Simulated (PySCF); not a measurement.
**Dipole moment and polarisability of `[H][Al]([H])[N]=C=S`**

Species: CH2AlNS.
Structure used (PBE0-D3(BJ)/def2-SVP), in Å, numbered top down from 1:
```xyz
6
CH2AlNS angstrom
Al     0.659    1.142    0.001
H      2.233    1.058    0.045
H     -0.191    2.471   -0.041
N     -0.244   -0.408   -0.013
C     -0.838   -1.448   -0.002
S     -1.619   -2.816    0.010
```

Level: CAM-B3LYP/def2-SVPD (PySCF), static field, nuclei fixed, core orbitals frozen in the response. The polarisability tensor in these axes (au):

```
x   68.47 26.45  0.01
y   26.45 99.40 -0.32
z    0.01 -0.32 47.89
```

Question: Give the principal values, the mean and the anisotropy Δα = √{½[(α1 − α2)² + (α2 − α3)² + (α1 − α3)²]}.

Answer: Principal values 47.88, 53.30 and 114.58 au; mean 71.92 au = 10.66 Å³ = 11.86 × 10⁻⁴⁰ C²·m²/J; Δα = 64.16 au (89 % of the mean).

Question: What is the dipole moment, and where does it point?

Answer: (1.20, 2.07, 0.02) D, 2.39 D in size, pointing from the negative to the positive side. Measured along this direction, the outermost atoms are S6 at the negative end and H3 and H2 at the positive end.

Question: Directions of the eigenvectors, and the extent of the frame along each?

Answer: Largest value along (0.50, 0.87, 0.00), where the nuclei span 5.30 Å; middle along (0.87, -0.50, 0.03), 2.81 Å; least along (-0.02, 0.02, 1.00), 0.02 Å. The response follows the extents in order.

Question: Find the Langevin capture rate constant for NO+ (29.998 u) meeting this molecule (86.972 u), k = 2.342 × 10⁻⁹ cm³/s × √(α in Å³ / reduced mass in u).

Answer: The reduced mass is 22.30 u, so k = 1.62 × 10⁻⁹ cm³/s. The formula leaves out the permanent dipole, which adds to the capture rate.

Question: Orientational against electronic polarisability at 273 K (dilute gas, rigid molecules)?

Answer: In Gaussian units μ²/3kT = 50.65 Å³ against 10.66 Å³, a ratio of 4.75; the Debye molar polarisation (4π/3)N_A(α + μ²/3kT) is 154.7 cm³/mol, leaving out the vibrational part.

Geometry: PBE0-D3(BJ)/def2-SVP; no solvent, vibrations or thermal averaging.

These values come from a run that also computed excited states. The run took 11 s of wall time on one thread of an Arm Neoverse N1 (shared host).
